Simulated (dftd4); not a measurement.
C4H10As (SMILES [CH2]C(C)(C)[AsH2]), doublet, geometry from GFN2-xTB; D4 for b3lyp in dftd4.

The dftd4 input:
```
$ dftd4 mol.xyz --func b3lyp --charge 0 --json dftd4.json --noedisp --property

# file mol.xyz
15

C     -1.39971709    -0.02774727     1.36922598
C     -0.97812280     0.12996158     0.02429981
C     -1.15233389     1.53356131    -0.53733861
C     -1.49034675    -0.93643955    -0.93293301
As     1.18561052    -0.16271413     0.00291320
H     -1.39896124     0.80490829     2.04952295
H     -1.64575139    -0.99849019     1.76069133
H     -2.21201114     1.76154937    -0.65414947
H     -0.67256403     1.62200928    -1.51394067
H     -0.71436310     2.27203018     0.13412416
H     -1.00997176    -0.84356970    -1.90882687
H     -2.56686577    -0.83152136    -1.06945470
H     -1.28979208    -1.93286927    -0.53933096
H      1.39548342     0.69269203     1.21828712
H      1.11277329    -1.37318878     0.88741642
```

The log (banner, timings and long lists left out):

```
                    ____  _____ _____     ____  _  _
      -------------|  _ \|  ___|_   _|---|  _ \| || |------------
     |             | | | | |_    | | ___ | | | | || |_           |
     |             | |_| |  _|   | ||___|| |_| |__   _|          |
     |             |____/|_|     |_|     |____/   |_|            |
     |             ===================================           |
     |            E. Caldeweyher, S. Ehlert & S. Grimme          |
     |          Mulliken Center for Theoretical Chemistry        |
     |                    University of Bonn                     |
      -----------------------------------------------------------

Rational (Becke-Johnson) damping: b3lyp-D4-ATM
---------------------
  s6         1.0000
  s8         2.0293
  s9         1.0000
  a1         0.4087
  a2         4.5381
 alp        16.0000
--------------------

Atomic data, radii in Ångström:
------------------------------------------------------
   Z          R(cov)      r4/r2   hardness         EN
------------------------------------------------------
   6 C        1.0000     1.6431     0.4220     2.5500
  33 As       1.5333     2.6813     0.3724     2.1800
   1 H        0.4267     1.0622     0.4726     2.2000
------------------------------------------------------

Atomic reference systems (in atomic units):
----------------------------------------------------------------------------
   Z        #      CN     q+Z       C6(AA)   #      CN     q+Z       C6(AA)
----------------------------------------------------------------------------
   6 C      1  0.0000  6.0000      49.3833   2  0.9189  5.8288      52.1688
            3  1.9079  5.8579      35.6972   4  2.8312  5.7775      35.8445
            5  3.7487  5.7435      28.6317   6  2.9183  5.8956      32.2504
            7  0.8556  6.2103      25.6194
  33 As     1  0.0000 33.0000     264.7235   2  0.9681 32.9005     268.9819
            3  1.9376 32.8810     259.2479   4  2.9083 32.8977     239.8857
   1 H      1  0.0000  1.0000       7.6362   2  0.8942  1.0000       3.0374
----------------------------------------------------------------------------

Atomic properties (in atomic units):
----------------------------------------------------------------------------
     #    Z              CN          q      C6(AA)        C8(AA)   alpha(0)
----------------------------------------------------------------------------
     1    6 C        2.8892    -0.2444     36.4682     1054.7250     9.8694
     2    6 C        3.7917    -0.0480     24.0030      694.2096     7.0621
     3    6 C        3.7986    -0.2333     28.1493      814.1256     7.6465
     4    6 C        3.7986    -0.2333     28.1493      814.1256     7.6465
     5   33 As       2.9334    -0.0294    237.5759    18298.6953    28.0056
     6    1 H        0.9261     0.0966      1.8159       21.9514     2.1073
     7    1 H        0.9261     0.0966      1.8159       21.9514     2.1073
     8    1 H        0.9245     0.0872      1.9068       23.0498     2.1594
     9    1 H        0.9243     0.0834      1.9440       23.4994     2.1804
    10    1 H        0.9245     0.0838      1.9403       23.4545     2.1783
    11    1 H        0.9243     0.0834      1.9440       23.4994     2.1804
    12    1 H        0.9245     0.0872      1.9068       23.0498     2.1594
    13    1 H        0.9245     0.0838      1.9403       23.4545     2.1783
    14    1 H        0.9716     0.0432      2.3997       29.0086     2.4209
    15    1 H        0.9716     0.0432      2.3997       29.0086     2.4209
----------------------------------------------------------------------------

Molecular properties (in atomic units):
----------------------------------------
 molecular C6                2590.3239
 molecular C8               89368.9992
----------------------------------------

Dispersion energy:      -2.1574702310600E-02 Eh

[Info] JSON dump of results written to 'dftd4.json'
```
